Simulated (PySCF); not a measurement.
**C6H8ClO2: g tensor and hyperfine couplings**

Compound: C₆H₈ClO₂ (doublet state).
Numbering: `[O:1]=[C:2]1[CH2:3][CH2:4][O:5][CH2:6][C:7]1[CH2:8][Cl:9]` (hydrogens: H10, H11 on C3; H12, H13 on C4; H14, H15 on C6; H16, H17 on C8)

Geometry (GFN2-xTB, Å), atoms numbered from 1 in this order:
```
atom  x, y, z in Å
O1     0.440    2.295    0.529
C2    -0.019    1.166    0.387
C3    -1.501    0.879    0.539
C4    -1.889   -0.396   -0.203
O5    -1.110   -1.486    0.242
C6     0.247   -1.336   -0.063
C7     0.808    0.027    0.101
C8     2.244    0.238   -0.151
Cl9    2.614   -0.043   -1.907
H10   -1.701    0.756    1.607
H11   -2.072    1.737    0.185
H12   -2.926   -0.671   -0.001
H13   -1.757   -0.258   -1.287
H14    0.434   -1.650   -1.111
H15    0.784   -2.053    0.572
H16    2.517    1.271    0.063
H17    2.879   -0.464    0.389
```

The hyperfine couplings belong to this conformer and change with its torsions.

Method used: PySCF 2.14.0, UKS B3LYP, pcH-1 on C Cl H O, non-relativistic, mean-field spin-orbit, GIAO. Geometry: GFN2-xTB, one conformer, isolated molecule. A GFN2-xTB geometry isn't a minimum of the functional, and hyperfine couplings can be far from their values at a DFT geometry. No stability test was run, so a lower SCF solution isn't excluded.

```json
{"g1, g2, g3": "2.00257, 2.00616, 2.00694", "g_iso": "2.00522", "Form of g": "rhombic: the two nearest values differ by 18 % of g3 − g1", "⟨S²⟩": "0.7620 (exact 0.7500)", "HOMO–LUMO gap, α and β orbitals": "6.31, 3.37 eV", "Total energy": "-844.07569 Eh"}
```

Hyperfine couplings atom by atom, in MHz; T1 to T3 are the principal values of the dipolar part:

| atom | isotope | a_iso | of which spin–orbit | T1 | T2 | T3 | Mulliken spin population |
| --- | --- | --- | --- | --- | --- | --- | --- |
| O1 | 17O | -20.1 | -0.5 | -89.8 | 44.8 | 45.1 | 0.29 |
| C2 | 13C | -35.6 | 0.1 | -11.0 | 2.5 | 8.5 | -0.11 |
| C3 | 13C | -2.5 | 0.0 | -0.8 | -0.5 | 1.3 | 0.00 |
| C4 | 13C | -1.9 | 0.0 | -0.8 | -0.1 | 1.0 | 0.00 |
| O5 | 17O | 0.2 | 0.0 | -1.1 | 0.4 | 0.7 | 0.00 |
| C6 | 13C | -27.2 | 0.0 | -2.3 | 0.6 | 1.7 | -0.06 |
| C7 | 13C | 65.0 | -0.1 | -61.4 | -60.7 | 122.1 | 0.76 |
| C8 | 13C | -17.8 | 0.0 | -2.7 | -0.3 | 2.9 | -0.06 |
| Cl9 | 35Cl | 15.5 | 0.6 | -13.8 | -13.5 | 27.3 | 0.06 |
| H10 | 1H | -0.8 | 0.0 | -2.2 | -1.4 | 3.7 | 0.00 |
| H11 | 1H | -2.4 | 0.0 | -1.9 | -1.1 | 3.1 | 0.00 |
| H12 | 1H | 1.7 | 0.0 | -1.1 | -1.0 | 2.1 | 0.00 |
| H13 | 1H | 1.9 | 0.0 | -2.4 | -1.8 | 4.2 | 0.00 |
| H14 | 1H | 114.5 | 0.0 | -4.7 | -2.3 | 7.0 | 0.05 |
| H15 | 1H | 88.5 | 0.0 | -4.3 | -2.9 | 7.2 | 0.03 |
| H16 | 1H | 2.5 | 0.0 | -4.1 | -3.0 | 7.2 | 0.00 |
| H17 | 1H | 43.6 | 0.0 | -4.0 | -2.8 | 6.8 | 0.02 |

The largest Mulliken spin populations are on C7 (+0.76), O1 (+0.29), C2 (-0.11) and Cl9 (+0.06). The angles at C7 add up to 359.8°, so it is planar.

Axes: g2 points within 15° of the C6–C7 bond.

Under fast tumbling the dipolar parts average out, and these isotropic splittings remain: 2 × 1H (H14/H15, I = 1/2, 3 lines) with 3.62 mT, 2 × 1H (H16/H17, I = 1/2, 3 lines) with 0.82 mT, 1 × 35Cl (Cl9, I = 3/2, 4 lines) with 0.55 mT, 2 × 1H (H12/H13, I = 1/2, 3 lines) with 0.06 mT and 2 × 1H (H10/H11, I = 1/2, 3 lines) with 0.06 mT.

Nuclei that the bonding pattern makes equivalent are averaged, as if the motion that swaps them (rotation, inversion, ring flip) were fast. The 1H value of +23.1 MHz is a mean of couplings from 2.5 to 43.6 MHz in this one geometry, not an average over conformers. The 1H value of +101.5 MHz is a mean of couplings from 88.5 to 114.5 MHz in this one geometry, not an average over conformers.

Main isotope only: 35Cl (natural samples also hold 24 % 37Cl, magnetic too, which adds its own pattern).

The 13C coupling of C7 (65.0 MHz) shows only in satellite lines or after enrichment, since that isotope makes up about 1.07 % of natural carbon.

The 17O coupling of O1 (-20.1 MHz) shows only in satellite lines or after enrichment, since that isotope makes up about 0.038 % of natural oxygen.

Examples of negative spin density at the nucleus (bohr⁻³): C2 (-0.0317), C6 (-0.0242) and C8 (-0.0158).
